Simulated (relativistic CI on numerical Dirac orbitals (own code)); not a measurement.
**Energy levels of Ru XXIII**

Computed by Dirac-Coulomb-Breit CI, separate exchange-only KLI orbitals for each configuration, a model potential for QED, unscaled Slater integrals (own radial code, finite nucleus).

Configuration list (outside the closed core [Ne]): 3s²3p⁶3d⁴, 3s²3p⁵3d⁵, 3s3p⁶3d⁵, 3s²3p⁶3d³4s, 3s²3p⁶3d³4p, 3s²3p⁶3d³4d, 3s²3p⁶3d³4f, 3s²3p⁵3d⁴4s, 3s²3p⁵3d⁴4p, 3s²3p⁶3d²4s4p, 3s²3p⁶3d³5s, 3s3p⁶3d⁴4s, 3s²3p⁶3d³5p, 3s3p⁶3d⁴4p, 3s²3p⁶3d³5d, 3s²3p⁶3d³5g, 3p⁶3d⁶, 3p⁵3d⁷, 3s²3p⁶3d²4s², 3s²3p⁶3d4s²4p, 3s²3p⁶3d4s²4d, 3s²3p⁶3d4s²4f, 3s²3p⁶3d²4p², 3s²3p⁶3d4s4p², 3s²3p⁶3d4p³, 3s²3p⁶3d4p²4d, 3s²3p⁶3d4p²4f, 3s²3p⁶3d²4s4d, 3s²3p⁶3d4s4p4d, 3s²3p⁶3d4s4d², 3s²3p⁶3d4s4d4f, 3p⁶3d⁵4s, 3p⁵3d⁶4s. Double excitations out of closed p, d and f shells are left out; levels of such configurations are missing from the list, as are those of other unlisted configurations, and high levels can miss mixing partners. These lack a partner that the ground configuration has and come out too high: 3s²3p⁵3d⁴4p.

The lowest level is 3s²3p⁶3d⁴ ⁵D0, with 74 % of that term; Hund's rules for 3s²3p⁶3d⁴ give ⁵D with J = 0, in agreement.

```tsv
No.	Configuration	Term	J	E (eV)	%	Next component (%)	jj configuration (%)
1	3s²3p⁶3d⁴	⁵D	0	0.000	74	24 ³P	3d3/2^4 (67)
2	3s²3p⁶3d⁴	⁵D	1	1.787	89	11 ³P	3d3/2^3 3d5/2 (80)
3	3s²3p⁶3d⁴	⁵D	2	3.532	94	3 ³P	3d3/2^2 3d5/2^2 (62)
4	3s²3p⁶3d⁴	⁵D	3	5.033	92	5 ³F	3d3/2^2 3d5/2^2 (53)
5	3s²3p⁶3d⁴	⁵D	4	6.209	81	15 ³F	3d3/2^2 3d5/2^2 (39)
6	3s²3p⁶3d⁴	³P	0	10.531	60	25 ⁵D	3d3/2^2 3d5/2^2 (61)
7	3s²3p⁶3d⁴	³H	4	11.489	59	15 ³G	3d3/2^3 3d5/2 (59)
8	3s²3p⁶3d⁴	³G	3	13.911	61	32 ³F	3d3/2^2 3d5/2^2 (51)
9	3s²3p⁶3d⁴	³H	5	14.074	79	21 ³G	3d3/2^2 3d5/2^2 (97)
10	3s²3p⁶3d⁴	³P	1	14.377	82	9 ⁵D	3d3/2^2 3d5/2^2 (58)
11	3s²3p⁶3d⁴	³F	2	14.534	79	12 ¹D	3d3/2^2 3d5/2^2 (54)
12	3s²3p⁶3d⁴	³H	6	15.181	79	21 ¹I	3d3/2^2 3d5/2^2 (84)
13	3s²3p⁶3d⁴	³G	4	16.634	41	25 ³H	3d3/2^2 3d5/2^2 (53)
14	3s²3p⁶3d⁴	¹G	4	17.672	31	31 ³F	3d3/2^2 3d5/2^2 (70)
15	3s²3p⁶3d⁴	³P	2	17.702	55	39 ³D	3d3/2^2 3d5/2^2 (70)
16	3s²3p⁶3d⁴	³F	3	18.630	63	20 ³G	3d3/2 3d5/2^3 (53)
17	3s²3p⁶3d⁴	³D	3	19.756	70	14 ³G	3d3/2 3d5/2^3 (45)
18	3s²3p⁶3d⁴	³G	5	20.267	79	21 ³H	3d3/2 3d5/2^3 (97)
19	3s²3p⁶3d⁴	³P	2	21.151	33	28 ³D	3d3/2 3d5/2^3 (54)
20	3s²3p⁶3d⁴	¹I	6	21.624	79	21 ³H	3d3/2 3d5/2^3 (84)
21	3s²3p⁶3d⁴	³D	1	22.007	90	8 ³P	3d3/2 3d5/2^3 (71)
22	3s²3p⁶3d⁴	¹G	4	24.634	51	29 ³F	3d5/2^4 (49)
23	3s²3p⁶3d⁴	¹S	0	24.746	79	20 ³P	3d3/2 3d5/2^3 (76)
24	3s²3p⁶3d⁴	¹D	2	26.319	42	23 ³P	3d3/2^2 3d5/2^2 (58)
25	3s²3p⁶3d⁴	¹F	3	27.514	71	14 ³D	3d3/2 3d5/2^3 (73)
26	3s²3p⁶3d⁴	³P	2	30.370	79	11 ³F	3d3/2^2 3d5/2^2 (56)
27	3s²3p⁶3d⁴	³F	4	31.487	80	16 ¹G	3d3/2^2 3d5/2^2 (66)
28	3s²3p⁶3d⁴	³F	2	32.757	74	16 ¹D	3d3/2^2 3d5/2^2 (34)
29	3s²3p⁶3d⁴	³F	3	33.221	82	17 ¹F	3d3/2 3d5/2^3 (95)
30	3s²3p⁶3d⁴	³P	1	33.915	98	1 ³D	3d3/2 3d5/2^3 (90)
31	3s²3p⁶3d⁴	³P	0	35.542	91	8 ¹S	3d5/2^4 (53)
32	3s²3p⁶3d⁴	¹G	4	35.928	84	14 ³F	3d3/2 3d5/2^3 (80)
33	3s²3p⁶3d⁴	¹D	2	44.993	96	2 ³F	3d3/2^2 3d5/2^2 (46)
34	3s²3p⁶3d⁴	¹S	0	57.077	96	4 ³P	3d3/2^2 3d5/2^2 (53)
35	3s²3p⁵3d⁵	⁷P°	4	134.711	93	6 ⁵D°	3p3/2^3 3d3/2^3 3d5/2^2 (38)
36	3s²3p⁵3d⁵	⁷P°	3	140.456	74	24 ⁵P°	3p3/2^3 3d3/2^3 3d5/2^2 (37)
37	3s²3p⁵3d⁵	⁵P°	2	144.636	49	35 ⁷P°	3p3/2^3 3d3/2^3 3d5/2^2 (31)
38	3s²3p⁵3d⁵	⁵P°	1	148.575	91	6 ³P°	3p3/2^3 3d3/2^3 3d5/2^2 (48)
39	3s²3p⁵3d⁵	⁵D°	4	149.124	44	24 ⁵F°	3p3/2^3 3d5/2 (56)
40	3s²3p⁵3d⁵	⁵G°	6	149.330	75	18 ⁵H°	3p3/2^3 3d3/2^3 3d5/2^2 (50)
41	3s²3p⁵3d⁵	⁵G°	5	150.011	61	19 ⁵F°	3p3/2^3 3d3/2^3 3d5/2^2 (63)
42	3s²3p⁵3d⁵	⁵G°	4	151.320	59	13 ³F°	3p3/2^3 3d3/2^3 3d5/2^2 (48)
43	3s²3p⁵3d⁵	⁵G°	3	151.603	60	21 ³F°	3p3/2^3 3d3/2^3 3d5/2^2 (48)
44	3s²3p⁵3d⁵	⁵G°	2	151.743	45	27 ³F°	3p3/2^3 3d3/2^3 3d5/2^2 (46)
45	3s²3p⁵3d⁵	⁵D°	3	152.901	54	25 ⁵F°	3p3/2^3 3d3/2^3 3d5/2^2 (71)
46	3s²3p⁵3d⁵	⁵H°	7	153.197	91	8 ³I°	3p3/2^3 3d3/2^3 3d5/2^2 (50)
47	3s²3p⁵3d⁵	⁵F°	5	153.528	77	19 ⁵G°	3p3/2^3 3d3/2^2 3d5/2^3 (69)
48	3s²3p⁵3d⁵	⁵S°	2	153.953	54	17 ⁵P°	3p3/2^3 3d3/2^2 3d5/2^3 (46)
49	3s²3p⁵3d⁵	⁵D°	2	156.295	33	17 ⁷P°	3p3/2^3 3d3/2^2 3d5/2^3 (34)
50	3s²3p⁵3d⁵	³F°	4	156.569	31	25 ⁵D°	3p3/2^3 3d3/2^3 3d5/2^2 (57)
51	3s²3p⁵3d⁵	⁵H°	6	157.350	59	28 ³H°	3p3/2^3 3d3/2^2 3d5/2^3 (52)
52	3s²3p⁵3d⁵	⁵F°	4	157.443	33	24 ³F°	3p3/2^3 3d3/2^3 3d5/2^2 (58)
53	3s²3p⁵3d⁵	⁵P°	2	158.183	36	31 ⁷P°	3p3/2^3 3d3/2^2 3d5/2^3 (39)
54	3s²3p⁵3d⁵	⁵P°	3	158.590	34	23 ⁵D°	3p3/2^3 3d3/2^2 3d5/2^3 (34)
55	3s²3p⁵3d⁵	⁵P°	3	158.907	34	18 ³F°	3p3/2^3 3d3/2^2 3d5/2^3 (28)
56	3s²3p⁵3d⁵	⁵H°	5	159.051	38	35 ³H°	3p3/2^3 3d3/2^3 3d5/2^2 (49)
57	3s²3p⁵3d⁵	³P°	1	159.288	37	28 ³D°	3p3/2^3 3d3/2^3 3d5/2^2 (51)
58	3s²3p⁵3d⁵	³D°	2	159.960	23	16 ¹D°	3p3/2^3 3d3/2^3 3d5/2^2 (45)
59	3s²3p⁵3d⁵	³F°	4	159.981	46	17 ⁵F°	3p3/2^3 3d3/2^3 3d5/2^2 (46)
60	3s²3p⁵3d⁵	⁵F°	3	160.003	24	17 ⁵D°	3p3/2^3 3d3/2^2 3d5/2^3 (49)
61	3s²3p⁵3d⁵	³H°	6	160.760	62	25 ³I°	3p3/2^3 3d3/2^2 3d5/2^3 (54)
62	3s²3p⁵3d⁵	⁵D°	1	160.937	41	34 ³D°	3p3/2^3 3d3/2^3 3d5/2^2 (43)
63	3s²3p⁵3d⁵	³P°	0	161.187	78	21 ⁵D°	3p3/2^3 3d3/2^2 3d5/2^3 (87)
64	3s²3p⁵3d⁵	³F°	2	161.289	46	22 ⁵F°	3p3/2^3 3d3/2^2 3d5/2^3 (58)
65	3s²3p⁵3d⁵	³F°	3	161.296	39	29 ³D°	3p3/2^3 3d3/2^3 3d5/2^2 (46)
66	3s²3p⁵3d⁵	³I°	7	161.843	50	40 ³K°	3p3/2^3 3d3/2^2 3d5/2^3 (65)
67	3s²3p⁵3d⁵	⁵F°	2	162.456	26	21 ³D°	3p3/2^3 3d3/2^2 3d5/2^3 (50)
68	3s²3p⁵3d⁵	³F°	4	162.538	33	21 ⁵D°	3p3/2^3 3d3/2^2 3d5/2^3 (62)
69	3s²3p⁵3d⁵	⁵F°	1	162.654	44	30 ³P°	3p3/2^3 3d3/2^2 3d5/2^3 (55)
70	3s²3p⁵3d⁵	³F°	3	163.077	50	20 ⁵F°	3p3/2^3 3d3/2^2 3d5/2^3 (65)
```

Energies count from the lowest computed level; ° marks odd parity. Filled j subshells are mostly left out of the jj labels.

The mean weight of the leading LS term, summed over parents, in these 70 levels is 62 %, and that of the leading jj configuration (from the same eigenvectors) 57 %.

At this charge energies of transitions that change n are usually good to better than 1 %, and those within a shell (Δn = 0) to a few per cent. Terms inside the open d or f shell come out 10 to 20 % too wide with unscaled integrals.

LS names give the leading component of a level, which can be under half, so a name can repeat, a term be missing and a line seem to break the LS rules.
